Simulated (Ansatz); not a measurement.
Two isomers of C2H8SiSn: A = `[SiH3][CH]1[CH2][SnH2]1`, B = `C[SiH]1[CH2][SnH2]1`.

Isolated molecules relaxed with PBE0-D4/def2-TZVP in Ansatz; ΔE leaves out vibrations. CCSD(T)/CBS is the MP2 limit (def2-TZVPP, def2-QZVPP) plus CCSD(T) − MP2 in def2-TZVPP, frozen cores. Functionals use def2-TZVPP. B3LYP here is the variant with VWN-RPA as its local correlation; programs differ in this. Elements past krypton have def2 core potentials. For Sn outer-core shells are correlated without core-valence functions, which leaves a few kJ/mol of doubt a bond.

(1) Which is lower in electronic energy at CCSD(T)/CBS, and by how much? (Best estimate.)

(2) Give E(B) − E(A) in kcal/mol with r2SCAN-D4, MP2/def2-TZVPP, CCSD/def2-TZVPP, HF/def2-TZVPP, B3LYP, B3LYP-D4, B2PLYP. (An estimate is asked.)

Largest T1 diagnostic: 0.016.

## Answers

(1) Ansatz gave: B, by 12.7 kcal/mol.

(2) The calculation gave: r2SCAN-D4 -13.3, MP2/def2-TZVPP -14.0, CCSD/def2-TZVPP -12.6, HF/def2-TZVPP -8.3, B3LYP -8.5, B3LYP-D4 -7.0, B2PLYP -10.3. None reverses the order clearly.

From PBE to PBE0 (25 % exact exchange), in def2-TZVPP and without D4, E(B) − E(A) moves by −2.8 kcal/mol. The D4 term adds +1.5 kcal/mol with B3LYP and +0.8 kcal/mol with PBE0; it sums over pairs of atoms, weighted by their polarisabilities, and B3LYP, whose exchange is more repulsive, gets the larger term.
